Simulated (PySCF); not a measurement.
Cl$_{3}$Ti, doublet, geometry from GFN2-xTB (such geometries of metal compounds can be far from the true shape) (the multiplicity is a formal guess), with bond 2-1 at 1.6 times its length; B3LYP/STO-3G run with PySCF.

PySCF was given this input:
```python
from pyscf import gto, scf, dft

mol = gto.Mole()
mol.atom = '''
    Ti    0.06577126    0.26048010    0.18019975
    Cl    3.12992790   -0.68120929   -0.90695959
    Cl   -0.84309989   -1.04801793    1.57212998
    Cl   -1.22288502    1.03900181   -1.30605481
'''
mol.basis = 'sto-3g'
mol.spin = 1
mol.verbose = 4
mol.build()

mf = dft.UKS(mol)
mf.xc = 'b3lyp'
mf.DIIS = scf.EDIIS
mf.kernel()
```

Output, abridged:

```
PySCF version 2.14.0

[INPUT] verbose = 4
[INPUT] num. atoms = 4
[INPUT] num. electrons = 73
[INPUT] charge = 0
[INPUT] spin (= nelec alpha-beta = 2S) = 1
[INPUT] symmetry False subgroup None
[INPUT] Mole.unit = angstrom
[INPUT] Symbol           X                Y                Z      unit          X                Y                Z       unit  Magmom
[INPUT]  1 Ti     0.065771260000   0.260480100000   0.180199750000 AA    0.124289668268   0.492236049899   0.340528175215 Bohr   0.0
[INPUT]  2 Cl     3.129927900000  -0.681209290000  -0.906959590000 AA    5.914706520635  -1.287298991609  -1.713905231148 Bohr   0.0
[INPUT]  3 Cl    -0.843099890000  -1.048017930000   1.572129980000 AA   -1.593227887751  -1.980466861334   2.970895094418 Bohr   0.0
[INPUT]  4 Cl    -1.222885020000   1.039001810000  -1.306054810000 AA   -2.310917769633   1.963428863827  -2.468085894571 Bohr   0.0

nuclear repulsion = 353.455024527879
number of shells = 23
number of NR pGTOs = 135
number of NR cGTOs = 45
basis = sto-3g
ecp = {}

******** <class 'pyscf.dft.uks.UKS'> ********
method = UKS
initial guess = minao
damping factor = 0
level_shift factor = 0
DIIS = <class 'pyscf.scf.diis.EDIIS'>
diis_start_cycle = 1
diis_space = 8
diis_damp = 0
SCF conv_tol = 1e-09
SCF conv_tol_grad = None
SCF max_cycles = 50
direct_scf = True
direct_scf_tol = 1e-13
number electrons alpha = 37  beta = 36
XC library pyscf.dft.libxc version 7.1.2
    S. Lehtola, C. Steigemann, M. J. T. Oliveira, and M. A. L. Marques,  SoftwareX 7, 1–5 (2018)
XC functionals = b3lyp
    P. J. Stephens, F. J. Devlin, C. F. Chabalowski, and M. J. Frisch,  J. Phys. Chem. 98, 11623 (1994)
radial grids:
    Treutler-Ahlrichs [JCP 102, 346 (1995); DOI:10.1063/1.469408] (M4) radial grids

becke partition: Becke, JCP 88, 2547 (1988); DOI:10.1063/1.454033
pruning grids: <function nwchem_prune>
grids dens level: 3
symmetrized grids: False
atomic radii adjust function: <function treutler_atomic_radii_adjust>
small_rho_cutoff = 0
Set gradient conv threshold to 3.16228e-05
tot grids = 77544
init E= -2204.72798536107

cycle= 1 E= -2206.10700914379  delta_E= -1.38  |g|= 0.367  |ddm|=    2
cycle= 2 E= -2194.59540531537  delta_E= 11.5  |g|= 2.46  |ddm|= 4.29
cycle= 3 E= -2205.63420813952  delta_E=  -11  |g|= 0.742  |ddm|= 4.71
cycle= 4 E= -2205.73268408897  delta_E= -0.0985  |g|= 0.648  |ddm|= 0.219
cycle= 5 E= -2205.73268406504  delta_E= 2.39e-08  |g|= 0.648  |ddm|= 4.95e-08
cycle= 6 E= -2205.7326840575  delta_E= 7.54e-09  |g|= 0.648  |ddm|= 1.56e-08
cycle= 7 E= -2205.73268405963  delta_E= -2.14e-09  |g|= 0.648  |ddm|= 4.44e-09
cycle= 8 E= -2205.73268405843  delta_E= 1.2e-09  |g|= 0.648  |ddm|= 2.5e-09
cycle= 9 E= -2205.73268406327  delta_E= -4.83e-09  |g|= 0.648  |ddm|= 9.99e-09
cycle= 10 E= -2205.73268407148  delta_E= -8.21e-09  |g|= 0.648  |ddm|= 1.7e-08
cycle= 11 E= -2190.50093862788  delta_E= 15.2  |g|= 3.15  |ddm|= 5.24
cycle= 12 E= -2205.46129266577  delta_E=  -15  |g|= 0.837  |ddm|= 5.49
cycle= 13 E= -2205.49897611251  delta_E= -0.0377  |g|= 0.802  |ddm|= 0.0789
cycle= 14 E= -2205.49897609833  delta_E= 1.42e-08  |g|= 0.802  |ddm|= 2.58e-08
cycle= 15 E= -2205.49897611653  delta_E= -1.82e-08  |g|= 0.802  |ddm|= 3.31e-08
cycle= 16 E= -2205.49897611265  delta_E= 3.88e-09  |g|= 0.802  |ddm|= 7.04e-09
cycle= 17 E= -2205.49897623382  delta_E= -1.21e-07  |g|= 0.802  |ddm|= 2.2e-07
cycle= 18 E= -2205.49897611161  delta_E= 1.22e-07  |g|= 0.802  |ddm|= 2.22e-07
cycle= 19 E= -2205.49897613664  delta_E= -2.5e-08  |g|= 0.802  |ddm|= 4.55e-08
cycle= 20 E= -2188.41982772378  delta_E= 17.1  |g|= 3.31  |ddm|= 5.77
cycle= 21 E= -2205.39259885727  delta_E=  -17  |g|= 0.874  |ddm|= 5.87
cycle= 22 E= -2205.40503512509  delta_E= -0.0124  |g|= 0.861  |ddm|= 0.0331
cycle= 23 E= -2205.40503511277  delta_E= 1.23e-08  |g|= 0.861  |ddm|= 2.17e-08
cycle= 24 E= -2205.40503512476  delta_E= -1.2e-08  |g|= 0.861  |ddm|= 2.12e-08
cycle= 25 E= -2205.40503512569  delta_E= -9.26e-10  |g|= 0.861  |ddm|= 1.63e-09
cycle= 26 E= -2205.40503512532  delta_E= 3.64e-10  |g|= 0.861  |ddm|= 6.43e-10
cycle= 27 E= -2205.4050351252  delta_E= 1.19e-10  |g|= 0.861  |ddm|= 2.13e-10
cycle= 28 E= -2205.40503514575  delta_E= -2.05e-08  |g|= 0.861  |ddm|= 3.62e-08
cycle= 29 E= -2187.73341946594  delta_E= 17.7  |g|= 3.34  |ddm|= 5.96
cycle= 30 E= -2205.37318763606  delta_E= -17.6  |g|= 0.883  |ddm|= 5.99
cycle= 31 E= -2205.3767436837  delta_E= -0.00356  |g|= 0.879  |ddm|= 0.0118
cycle= 32 E= -2205.37674367047  delta_E= 1.32e-08  |g|= 0.879  |ddm|= 2.31e-08
cycle= 33 E= -2205.37674365414  delta_E= 1.63e-08  |g|= 0.879  |ddm|= 2.86e-08
cycle= 34 E= -2205.37674365097  delta_E= 3.17e-09  |g|= 0.879  |ddm|= 5.54e-09
cycle= 35 E= -2205.37674359455  delta_E= 5.64e-08  |g|= 0.879  |ddm|= 9.87e-08
cycle= 36 E= -2205.37674365221  delta_E= -5.77e-08  |g|= 0.879  |ddm|= 1.01e-07
cycle= 37 E= -2205.37674365901  delta_E= -6.8e-09  |g|= 0.879  |ddm|= 1.19e-08
cycle= 38 E= -2187.53750274954  delta_E= 17.8  |g|= 3.35  |ddm|= 6.02
cycle= 39 E= -2205.36793774843  delta_E= -17.8  |g|= 0.885  |ddm|= 6.03
cycle= 40 E= -2205.36890297053  delta_E= -0.000965  |g|= 0.884  |ddm|= 0.00374
cycle= 41 E= -2205.36890295755  delta_E= 1.3e-08  |g|= 0.884  |ddm|= 2.27e-08
cycle= 42 E= -2205.3689029732  delta_E= -1.57e-08  |g|= 0.884  |ddm|= 2.73e-08
cycle= 43 E= -2205.36890296847  delta_E= 4.73e-09  |g|= 0.884  |ddm|= 8.27e-09
cycle= 44 E= -2205.36890295845  delta_E= 1e-08  |g|= 0.884  |ddm|= 1.75e-08
cycle= 45 E= -2205.36890296901  delta_E= -1.06e-08  |g|= 0.884  |ddm|= 1.84e-08
cycle= 46 E= -2205.36890296964  delta_E= -6.39e-10  |g|= 0.884  |ddm|= 1.12e-09
cycle= 47 E= -2187.48294833905  delta_E= 17.9  |g|= 3.35  |ddm|= 6.04
cycle= 48 E= -2205.36648845549  delta_E= -17.9  |g|= 0.886  |ddm|= 6.04
cycle= 49 E= -2205.36674894808  delta_E= -0.00026  |g|= 0.886  |ddm|= 0.00113
cycle= 50 E= -2205.36674895347  delta_E= -5.39e-09  |g|= 0.886  |ddm|= 9.4e-09
SCF not converged.
SCF energy = -2205.36674895347 after 50 cycles  <S^2> = 0.75015945  2S+1 = 2.0001594
```

Convergence was not reached.
